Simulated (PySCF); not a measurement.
Working out the ionisation energy of C⁺

C⁺ [He] 2s2 2p1 (2P) → C²⁺ [He] 2s2 (1S). Calculation: PySCF 2.14, in cc-pVDZ (3s2p1d, 14 functions); no relativity, point nucleus. Frozen: 1s2. Energies in hartree (1 hartree = 27.21139 eV):

| part | C⁺ (lower) | C²⁺ (upper) |
| --- | --- | --- |
| UHF | -37.289528 | -36.400599 |
| CCSD correlation | -0.066711 | -0.071984 |
| (T) | -0.000653 | 0.000000 |

**Question.** What does Hartree-Fock give?

**Answer.** (-36.400599) − (-37.289528) = 0.888929 hartree = 24.189 eV.

**Question.** What do CCSD and CCSD(T) give?

**Answer.** The CCSD correlation energies differ by -0.005273 hartree = -0.143 eV and the triples by 0.000653 hartree = 0.018 eV, so CCSD gives 24.046 eV and CCSD(T) 24.064 eV.

Measured between the centres of the two terms (NIST): 24.378 eV, so CCSD(T) (valence) is off by -0.314 eV.

A double-zeta basis recovers only part of the correlation energy.

The coupled-cluster amplitudes are large, so a single reference is strained.

What remains against the reference includes basis incompleteness, the frozen core and higher excitations.
